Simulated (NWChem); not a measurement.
Species: C$_{2}$H$_{5}$FOSi; SMILES O[SiH2]/C=C/F

```xyz
10

O     -0.7260    -2.3114     0.3093
Si     0.4531    -1.2110    -0.1771
C     -0.2317     0.5048    -0.4522
C      0.1821     1.5463     0.2898
F     -0.2762     2.7971     0.1327
H     -1.2174    -2.0485     1.1072
H      1.5607    -1.0659     0.8398
H      0.9863    -1.7911    -1.4507
H     -0.9956     0.7054    -1.2244
H      0.9380     1.4904     1.0950
```
Atoms are numbered in this order, from 1.

Level: PBE-D3(BJ)/def2-SVP (NWChem), optimised geometry, unscaled harmonic frequencies. 

Q: List the harmonic frequencies with IR intensities, and the thermochemistry.

A: 
```csv
frequency (cm⁻¹),IR intensity (km/mol)
85,1.7
152,1.9
194,26.3
247,56.9
323,43.3
427,24.7
580,36.5
713,36.5
791,90.2
811,29.3
822,48.1
887,18.8
892,325.7
920,124.5
940,18.8
1117,26.6
1160,93.7
1302,8.1
1648,231.8
2129,128.5
2203,107.4
3093,8.2
3100,1.0
3760,65.2
```

- zero-point energy: 40.4 kcal/mol
- thermal correction to the enthalpy at 298.15 K (with zero-point energy): 45.3 kcal/mol
- heat capacity Cv: 22.9 cal/(mol K)
- entropy at 298.15 K and 1 atm (symmetry number 1): 80.7 cal/(mol K)
- dipole moment: 1.35 D

Rigid rotor and harmonic oscillator; modes under 100 cm⁻¹ make the entropy uncertain.
